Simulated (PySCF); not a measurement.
Job file and geometry (Å, from PBE0-D3(BJ)/def2-SVP) of an NMR shielding run on SMILES CC(C)N([SiH3])C(C)C, C$_{6}$H$_{17}$NSi, PySCF, GIAO PBE0/pcSseg-1 NMR shielding, non-relativistic, gas phase; density fitting, a coarse starting grid and PySCF grid level 2 are the driver's defaults:

```
{"job": {"kind": "nmr", "xc": "PBE0", "basis": "pcSseg-1"}, "charge": 0, "multiplicity": 1}
C      1.973975     0.333680    -1.043156
C      0.883881     0.423688     0.021428
C      1.465455     0.369781     1.432025
N     -0.162539    -0.577286    -0.186334
Si     0.050131    -2.254852     0.208515
C     -1.508877    -0.096896    -0.487834
C     -2.130355     0.687283     0.667610
C     -1.562922     0.683934    -1.798493
H      2.503540    -0.630025    -0.982353
H      2.719875     1.134686    -0.920102
H      1.538294     0.414896    -2.049315
H      0.404587     1.410925    -0.087568
H      1.988052    -0.585043     1.609958
H      2.196956     1.176691     1.593253
H      0.670795     0.465473     2.186482
H     -0.826089    -3.061090    -0.696379
H      1.478489    -2.646304     0.009787
H     -0.314929    -2.633854     1.617428
H     -2.128019    -1.000478    -0.633194
H     -1.575810     1.618724     0.864742
H     -3.171449     0.966262     0.442779
H     -2.125391     0.088563     1.590744
H     -2.600381     0.950445    -2.052297
H     -1.146083     0.084110    -2.620682
H     -0.989511     1.622357    -1.735587
```

Task: Write the output of this run.

Result: 
```
coarse grid: 19744 points
cycle   1  E = -582.4804116964  dE =  4.304e-01  |g| = 4.962e-01  |ddm| = 4.176e+00
cycle   2  E = -582.4566871257  dE =  2.372e-02  |g| = 5.940e-01  |ddm| = 1.044e+00
cycle   3  E = -582.5430392938  dE = -8.635e-02  |g| = 9.009e-02  |ddm| = 6.653e-01
cycle   4  E = -582.5445792660  dE = -1.540e-03  |g| = 3.256e-02  |ddm| = 1.113e-01
cycle   5  E = -582.5448092539  dE = -2.300e-04  |g| = 5.463e-03  |ddm| = 3.323e-02
cycle   6  E = -582.5448147821  dE = -5.528e-06  |g| = 1.891e-03  |ddm| = 6.705e-03
final grid: 181496 points
cycle   7  E = -582.5928919606  dE = -5.666e-05  |g| = 1.068e-02  |ddm| = 3.974e-02
cycle   8  E = -582.5928753054  dE =  1.666e-05  |g| = 1.334e-02  |ddm| = 2.318e-02
cycle   9  E = -582.5929215026  dE = -4.620e-05  |g| = 1.256e-03  |ddm| = 1.405e-02
cycle  10  E = -582.5929218227  dE = -3.201e-07  |g| = 3.629e-04  |ddm| = 1.513e-03
cycle  11  E = -582.5929218487  dE = -2.601e-08  |g| = 7.070e-05  |ddm| = 3.345e-04
cycle  12  E = -582.5929218497  dE = -9.911e-10  |g| = 2.418e-05  |ddm| = 8.655e-05
converged SCF energy = -582.5929218497

GIAO shielding tensors (ppm)
atom      isotropic    diamagn.    paramagn.     s11        s22        s33       span
  0 C      159.263     247.110     -87.847    135.177    158.495    184.119     48.942
  1 C      141.186     243.733    -102.547    118.386    142.978    162.192     43.806
  2 C      157.583     248.815     -91.232    139.306    150.378    183.065     43.759
  3 N      215.353     331.353    -116.000    185.758    206.733    253.568     67.810
  4 Si     413.273     882.158    -468.885    360.209    396.553    483.058    122.849
  5 C      131.486     240.735    -109.249    110.348    123.331    160.780     50.432
  6 C      162.763     248.920     -86.157    141.764    161.630    184.896     43.132
  7 C      161.208     248.119     -86.911    138.233    160.549    184.843     46.610
  8 H       29.863      31.331      -1.468     26.015     29.190     34.385      8.370
  9 H       30.427      29.918       0.509     25.955     27.612     37.715     11.760
 10 H       30.309      31.210      -0.901     25.577     29.760     35.590     10.012
 11 H       28.561      34.624      -6.062     24.937     29.827     30.920      5.983
 12 H       30.163      31.731      -1.568     26.618     29.267     34.603      7.985
 13 H       30.202      30.268      -0.066     25.857     27.268     37.481     11.624
 14 H       30.059      31.903      -1.843     25.689     29.267     35.222      9.533
 15 H       26.911      30.708      -3.796     23.209     25.343     32.182      8.973
 16 H       26.414      31.104      -4.690     22.571     25.316     31.354      8.783
 17 H       26.604      30.356      -3.751     22.712     24.406     32.696      9.984
 18 H       28.323      32.827      -4.504     24.186     28.154     32.629      8.443
 19 H       30.032      31.789      -1.756     26.410     30.044     33.643      7.233
 20 H       30.444      29.727       0.717     25.822     27.905     37.605     11.782
 21 H       30.159      31.259      -1.100     26.017     28.475     35.984      9.966
 22 H       30.436      29.314       1.122     25.764     27.937     37.607     11.844
 23 H       30.223      30.722      -0.498     26.237     28.330     36.103      9.866
 24 H       30.025      31.464      -1.438     26.417     30.037     33.621      7.204
```

Task: Turn these shieldings into chemical shifts. References, each an isolated molecule treated in the same way: 13C (184.41 ppm) and 29Si (351.99 ppm) and 1H (31.27 ppm) vs TMS; NH3 for 15N (265.67 ppm).

Result: Averaging equivalent atoms: C 1/5: 48.1; C 0/2/6/7: 24.2; N 3: 50.3; Si 4: -61.3; H 15/16/17: 4.62; H 11/18: 2.82; H 8/9/10/12/13/14/19/20/21/22/23/24: 1.07 ppm. Experimental scales use liquid or dissolved standards, which lie at an offset from isolated NH3 (liquid NH3: subtract about 20 ppm).

Size and cost of the density-fitted run: 228 basis functions, 68 s wall time on 1 thread of an x86-64 server CPU, shared host.
